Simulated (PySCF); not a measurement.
Gas-phase reaction: SnH₄ + 2 SnHCl ⇌ SnH₂Cl₂ + 2 SnH₂. Level: ωB97M-V/def2-TZVP†; standard pressure 1 bar.

Method: PySCF energies plus ideal-gas RRHO corrections (1 bar). † marks an energy on the PBE0/def2-TZVP geometry and frequencies. All species are closed-shell singlets. Sn: scalar-relativistic def2 core potential, no spin-orbit coupling. SnHCl, SnH₂Cl₂, SnH₂: computed as isolated molecules; such fragments, hydroxides, amides, oligomers or adducts are transient or little studied in the gas. The harmonic model lacks anharmonicity and excited electronic states, which grow with temperature; levels with a mode under 35 cm⁻¹ are left out. Soft modes under 120 cm⁻¹ make the harmonic entropy rough for SnH₂Cl₂.

```json
[
 {"T (K)": "1000", "1000/T (1/K)": "1.0000", "log10 K": "-5.26"},
 {"T (K)": "1200", "1000/T (1/K)": "0.8333", "log10 K": "-4.36"},
 {"T (K)": "1400", "1000/T (1/K)": "0.7143", "log10 K": "?"},
 {"T (K)": "1600", "1000/T (1/K)": "0.6250", "log10 K": "-3.24"},
 {"T (K)": "1800", "1000/T (1/K)": "0.5556", "log10 K": "-2.86"},
 {"T (K)": "2000", "1000/T (1/K)": "0.5000", "log10 K": "-2.56"}
]
```

Fit log10 K = a + b·(1000/T) to the five rows, get the mean ΔH° and ΔS°, and predict log10 K at 1400 K.

Means: 1000/T = 0.7028, log10 K = -3.656. Sums of products about the means: Sxy = -0.94039, Sxx = 0.174207, so b = Sxy/Sxx = -5.40 and a = -3.656 − (-5.40)×0.7028 = 0.14.
ΔH° = −R ln 10 × 1000 K × b = −19.145 × (-5.40) = 103 kJ; ΔS° = R ln 10 × a = 3 J/K. The run's own values go from 103 kJ and 2 J/K at 1000 K to 104 kJ and 3 J/K at 2000 K.
Prediction at 1400 K: 0.14 + (-5.40)×0.7143 = -3.72. The computed value is -3.72, 0.00 from the line.
For scale, ΔH°(298 K) is 100 kJ at this level, 100 kJ at ωB97X-V/def2-TZVP†, and runs from 87 to 142 kJ over the 18 levels computed.
